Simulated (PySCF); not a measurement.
# Dipole moment and polarisability of `F[C@@H](Cl)C[SiH2]C#C[SiH3]`

Species: C4H8ClFSi2.
Geometry (GFN2-xTB, Å), atoms numbered from 1 in this order:
```xyz
16
C4H8ClFSi2 angstrom
F     -2.0981   -0.9708   -1.5894
C     -1.9883    0.1225   -0.7827
Cl    -3.3198    1.2429   -1.2331
C     -2.0548   -0.2718    0.6646
Si    -0.6067   -1.4425    1.1256
C      0.9278   -0.4836    0.7452
C      1.9102    0.1714    0.4726
Si     3.3986    1.1911    0.0502
H     -1.0508    0.6234   -1.0484
H     -2.0178    0.6342    1.2675
H     -3.0131   -0.7550    0.8549
H     -0.6979   -1.7118    2.5635
H     -0.6584   -2.6621    0.3205
H      4.3926    0.9978    1.1075
H      2.9658    2.5892   -0.0161
H      3.9031    0.7341   -1.2463
```

Level: CAM-B3LYP/def2-SVPD (PySCF), static field, nuclei fixed, core orbitals frozen in the response. The polarisability tensor in these axes (au):

```
x   141.26   9.58   1.17
y     9.58 110.06 -10.82
z     1.17 -10.82  98.90
```

Problem. Give the principal values, the mean and the anisotropy Δα = √{½[(α1 − α2)² + (α2 − α3)² + (α1 − α3)²]}.

Solution. Principal values 91.55, 114.62 and 144.04 au; mean 116.74 au = 17.30 Å³ = 19.25 × 10⁻⁴⁰ C²·m²/J; Δα = 45.57 au (39 % of the mean).

Problem. What is the dipole moment, and where does it point?

Solution. (1.70, 0.16, 1.77) D, 2.46 D in size, pointing from the negative to the positive side. Measured along this direction, the outermost atoms are Cl3 at the negative end and H14 at the positive end.

Problem. Rayleigh depolarisation ratio (linearly polarised light, static tensor)?

Solution. ρ = 3Δα²/(45ᾱ² + 4Δα²) = 6229.6/(613263 + 8306.1) = 0.01.

Problem. Form Σ f/ω² (atomic units) for the 8 lowest TDDFT singlets, given as eV and f, and set it beside the mean polarisability, which is this sum over all singlets: 5.68, 0.0000; 5.92, 0.0011; 5.92, 0.0019; 7.26, 0.0061; 7.59, 0.0017; 7.63, 0.0125; 7.64, 0.0147; 7.80, 1.0146.

Solution. They add up to 12.87 au, 11.0 % of the 116.74 au; the largest single term is 12.35 au, from the state at 7.80 eV. Terms in order: 0.00, 0.02, 0.04, 0.09, 0.02, 0.16, 0.19, 12.35 au. Higher excitations give the rest. The strengths listed sum to 1.053.

Problem. In a dilute gas of rigid molecules at 273 K, how does the orientational term μ²/3kT compare with the electronic polarisability?

Solution. In Gaussian units μ²/3kT = 53.43 Å³ against 17.30 Å³, a ratio of 3.09; the Debye molar polarisation (4π/3)N_A(α + μ²/3kT) is 178.4 cm³/mol, leaving out the vibrational part.

Problem. What would n − 1 = 2πNα be for an ideal gas of these molecules at 298.15 K and 1 atm, electronic part alone?

Solution. N = p/kT = 2.4615 × 10¹⁹ cm⁻³, so n − 1 = 2π × N × 17.30 × 10⁻²⁴ cm³ = 2675 × 10⁻⁶ at long wavelengths, for an ideal gas.

Problem. Find the Langevin capture rate constant for O2+ (31.990 u) meeting this molecule (165.984 u), k = 2.342 × 10⁻⁹ cm³/s × √(α in Å³ / reduced mass in u).

Solution. The reduced mass is 26.82 u, so k = 1.88 × 10⁻⁹ cm³/s. The formula leaves out the permanent dipole, which adds to the capture rate.

One conformer (not necessarily the lowest) at the GFN2-xTB geometry, without solvent, vibrations or thermal averaging.

These values come from a run that also computed excited states. Time: 2.0 min; peak memory 1.1 GiB. Hardware: Arm Neoverse N1, one thread, no GPU, shared host.
